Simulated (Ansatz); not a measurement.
Born–Oppenheimer molecular dynamics of F₄Ge (5 atoms, charge 0, multiplicity 1). It starts from a relaxed structure.

The calculation used RKS PBE0/def2-SVP in Ansatz 0.2.0.

* ensemble: NVE (velocity Verlet)
* time step: 2 fs
* steps asked: 100
* starting velocities drawn for: 3000 K
* seed: 546651

First frame:

```xyz
5
Properties=species:S:1:pos:R:3
Ge 0.000 0.000 0.000
F 0.000 0.000 1.698
F 1.601 0.000 -0.565
F -0.800 1.386 -0.566
F -0.800 -1.386 -0.566
```

Problem. How far do the bonds stretch over the last three quarters of this one trajectory? (Pairs bonded in most of those frames.)

Solution. 
```json
{"bond": "Ge1–F2", "mean (Å)": "1.708", "spread (Å)": "0.043", "shortest": "1.64", "longest": "1.79"}
{"bond": "Ge1–F3", "mean (Å)": "1.714", "spread (Å)": "0.080", "shortest": "1.59", "longest": "1.83"}
{"bond": "Ge1–F4", "mean (Å)": "1.723", "spread (Å)": "0.078", "shortest": "1.59", "longest": "1.84"}
{"bond": "Ge1–F5", "mean (Å)": "1.728", "spread (Å)": "0.111", "shortest": "1.56", "longest": "1.89"}
```

Mean temperature of the second half: 1554 K. The conserved energy stayed within 4.4 meV per atom of its start (net change 3.5 meV per atom), so the integration is sound. Over the second half the temperature averaged 0.52 of the 3000 K drawn at the start: a run that starts near a minimum puts about half its kinetic energy into the potential. A run of 0.2 ps of so small a system gives no equilibrium averages.

Run time: 5.2 min on 1 thread of Arm Neoverse V2, with other jobs on the host, peak memory 0.18 GiB.
